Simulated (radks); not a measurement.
The numbers below are computed, except where a source is named.
Species: Br IV. Configuration: [Ar] 3d9.75 4s2 4p2 4f0.25 (fractional occupations, a model configuration). Level of theory: scalar-relativistic Kohn-Sham, PBE, spin-polarised, spherical densities, finite nucleus; open shells are filled with parallel spins first; Fermi nuclear charge, rms radius 4.1629 fm (a radial shooting solver on a logarithmic mesh with Libxc functionals). Some entries of the table are withheld. Estimate them.

orbital,occ.,eigenvalue (hartree),r(max) (bohr)
1s up,1,-491.0995,0.02792
1s down,1,-491.0930,0.02791
2s up,1,-65.36041,0.1592
2s down,1,-65.34755,0.1592
2p up,3,-57.84653,0.1274
2p down,3,-57.83342,0.1274
3s up,1,-10.37202,0.4834
3s down,1,-10.34895,0.4836
3p up,3,-7.99646,0.4803
3p down,3,-7.97228,0.4804
3d up,5,-4.06832,0.4292
3d down,4.75,-4.04079,0.4293
4s up,1,(1),1.360
4s down,1,(2),1.349
4p up,2,-1.58207,1.517
4p down,0,-1.48297,1.510
4d up,0,-0.85069,(3)
4d down,0,-0.76671,(4)
5s up,0,-0.76526,3.259
4f up,0.25,(5),3.666

Answer. 
(1) 4s up eigenvalue (hartree): -2.12075
(2) 4s down eigenvalue (hartree): -2.02290
(3) 4d up r(max) (bohr): 2.016
(4) 4d down r(max) (bohr): 2.080
(5) 4f up eigenvalue (hartree): -0.40049
